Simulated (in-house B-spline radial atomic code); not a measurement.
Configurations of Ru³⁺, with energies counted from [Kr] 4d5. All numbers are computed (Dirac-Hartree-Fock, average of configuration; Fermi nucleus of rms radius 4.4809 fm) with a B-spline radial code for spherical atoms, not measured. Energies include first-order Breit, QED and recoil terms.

Occupations are held fixed; configurations that lie above the ionisation limit could autoionise.

```tsv
configuration	E - E(ref) (eV)	highest orbital	its <r> (bohr)
[Kr] 4d4 5s1	9.5384	5s1/2	2.543
[Kr] 4d4 5g1	34.264	5g7/2	6.855
[Kr] 4d4 8s1	36.091	8s1/2	11.9
[Ar] 3d10 4s2 4p5 4d5 6s1	73.944	6s1/2	4.919
[Ar] 3d10 4s2 4p5 4d5 5f1	81.424	5f5/2	6.936
[Ar] 3d10 4s2 4p5 4d5 5g1	82.106	5g7/2	6.852
```

(1) Order these further configurations by energy, lowest first.
A. [Ar] 3d10 4s2 4p5 4d5 7g1
B. [Kr] 4d4 6g1
C. [Ar] 3d10 4s2 4p5 4d5 7s1
D. [Ar] 3d10 4s2 4p5 4d5 4f1
E. [Kr] 4d4 5f1

(2) How far above the reference does [Kr] 4d4 5p1 lie?

(3) How far above the reference does [Kr] 4d4 8p1 lie?

## Answers

(1) E (33.664 eV), B (36.925 eV), D (76.287 eV), C (80.565 eV), A (86.373 eV).

(2) 16.309 eV; its least bound orbital is 5p3/2 with <r> = 2.973 bohr.

(3) 36.791 eV; its least bound orbital is 8p3/2 with <r> = 13.05 bohr.
